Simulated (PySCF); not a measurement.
C4H12Si2.
SMILES with atom numbers: `[CH3:1][C@@H:2]1[CH2:3][CH2:4][SiH2:5][SiH2:6]1` (hydrogens: H7, H8, H9 on C1; H10 on C2; H11, H12 on C3; H13, H14 on C4; H15, H16 on Si5; H17, H18 on Si6)

The same species was optimised twice, with GFN2-xTB and with PBE0-D3(BJ)/def2-SVP (PySCF), and the same property calculations (PySCF, gas phase) were run on both structures.

```json
{"coordinate": "Si5–Si6 (Å)", "GFN2-xTB": "2.310", "PBE0-D3(BJ)/def2-SVP": "2.342", "change": "+0.032"}
{"coordinate": "C2–Si6 (Å)", "GFN2-xTB": "1.924", "PBE0-D3(BJ)/def2-SVP": "1.917", "change": "-0.007"}
{"coordinate": "C4–Si5 (Å)", "GFN2-xTB": "1.916", "PBE0-D3(BJ)/def2-SVP": "1.909", "change": "-0.007"}
{"coordinate": "C2–C3 (Å)", "GFN2-xTB": "1.533", "PBE0-D3(BJ)/def2-SVP": "1.538", "change": "+0.005"}
{"coordinate": "C3–C4 (Å)", "GFN2-xTB": "1.530", "PBE0-D3(BJ)/def2-SVP": "1.534", "change": "+0.004"}
{"coordinate": "C1–C2 (Å)", "GFN2-xTB": "1.524", "PBE0-D3(BJ)/def2-SVP": "1.524", "change": "0.000"}
{"coordinate": "C1–C2–C3 (°)", "GFN2-xTB": "111.0", "PBE0-D3(BJ)/def2-SVP": "112.8", "change": "+1.8"}
{"coordinate": "C1–C2–Si6 (°)", "GFN2-xTB": "113.8", "PBE0-D3(BJ)/def2-SVP": "114.8", "change": "+1.0"}
{"coordinate": "C2–C3–C4 (°)", "GFN2-xTB": "112.0", "PBE0-D3(BJ)/def2-SVP": "112.8", "change": "+0.8"}
{"coordinate": "C3–C2–Si6 (°)", "GFN2-xTB": "108.1", "PBE0-D3(BJ)/def2-SVP": "107.6", "change": "-0.5"}
{"coordinate": "C4–Si5–Si6 (°)", "GFN2-xTB": "93.2", "PBE0-D3(BJ)/def2-SVP": "92.8", "change": "-0.4"}
{"coordinate": "C3–C4–Si5 (°)", "GFN2-xTB": "109.0", "PBE0-D3(BJ)/def2-SVP": "108.9", "change": "-0.1"}
{"coordinate": "C2–Si6–Si5 (°)", "GFN2-xTB": "93.7", "PBE0-D3(BJ)/def2-SVP": "93.6", "change": "-0.1"}
```

Rotational constants: A = 3416, B = 1841, C = 1296 MHz (GFN2-xTB) against A = 3413, B = 1808, C = 1280 MHz (PBE0-D3(BJ)/def2-SVP). Point groups within 0.08 Å: C1 and C1.

On the GFN2-xTB structure: HOMO (eV) -7.54 [PBE0/pcSseg-1]; LUMO (eV) 0.11 [PBE0/pcSseg-1]; dipole (D) 0.76 [PBE0/pcSseg-1]; GIAO shielding of C1 (ppm) 165.4 [PBE0/pcSseg-1]; GIAO shielding of C2 (ppm) 159.1 [PBE0/pcSseg-1]; GIAO shielding of C3 (ppm) 147.7 [PBE0/pcSseg-1]; GIAO shielding of C4 (ppm) 172.4 [PBE0/pcSseg-1]; GIAO shielding of Si5 (ppm) 418.4 [PBE0/pcSseg-1]; GIAO shielding of Si6 (ppm) 412.0 [PBE0/pcSseg-1].

**Question.** What do these properties become on the PBE0-D3(BJ)/def2-SVP structure?

**Answer.** 
```tsv
property	level	on GFN2-xTB	on PBE0-D3(BJ)/def2-SVP	change
HOMO (eV)	PBE0/pcSseg-1	-7.54	-7.39	+0.15
LUMO (eV)	PBE0/pcSseg-1	0.11	0.26	+0.15
dipole (D)	PBE0/pcSseg-1	0.76	0.99	+0.23
energy, GFN2-xTB geometry as zero (kcal/mol)	PBE0/pcSseg-1	0.0	-1.9	-1.9
GIAO shielding of C1 (ppm)	PBE0/pcSseg-1	165.4	164.3	-1.1
GIAO shielding of C2 (ppm)	PBE0/pcSseg-1	159.1	159.7	+0.6
GIAO shielding of C3 (ppm)	PBE0/pcSseg-1	147.7	147.1	-0.6
GIAO shielding of C4 (ppm)	PBE0/pcSseg-1	172.4	172.6	+0.2
GIAO shielding of Si5 (ppm)	PBE0/pcSseg-1	418.4	413.5	-4.9
GIAO shielding of Si6 (ppm)	PBE0/pcSseg-1	412.0	409.3	-2.7
```

The heavy atoms differ by 0.024 Å rms after alignment. Among bonds between heavy atoms Si5–Si6 changes most (+0.032 Å). Changes are differences of the printed values. Neither structure is proved a minimum here.
